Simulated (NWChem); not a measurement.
NbN2H3F2; SMILES [NH]=[Nb]([NH2])([F])[F]

```xyz
8

Nb     0.0000    -0.0326    -0.0311
N     -0.0005     0.5082    -1.6822
H     -0.0006     0.6950    -2.6801
F     -1.5483    -1.0357     0.3477
F      1.5505    -1.0324     0.3478
N     -0.0018     1.6369     0.9801
H     -0.0028     2.5835     0.6131
H     -0.0019     1.6557     1.9994
```
Atoms are numbered in this order, from 1.

All runs: NWChem. Medium grid unless said otherwise, to which SCAN and Minnesota functionals are sensitive. The geometry was optimised at PBE0/def2-SVP. Not confirmed as a minimum by frequencies. def2 effective core potentials on Nb; no spin-orbit coupling. B3LYP is NWChem's, with the RPA form of VWN correlation.

Among these, which level gives the highest value of “orbital gap (eV)”?
A) PW91/def2-SVP
B) MN15/def2-SVP
C) BLYP/def2-SVP
D) M06-2X/def2-SVP

D, M06-2X/def2-SVP. Values: BLYP/def2-SVP 4.72; PW91/def2-SVP 4.75; MN15/def2-SVP 8.43; M06-2X/def2-SVP 9.37
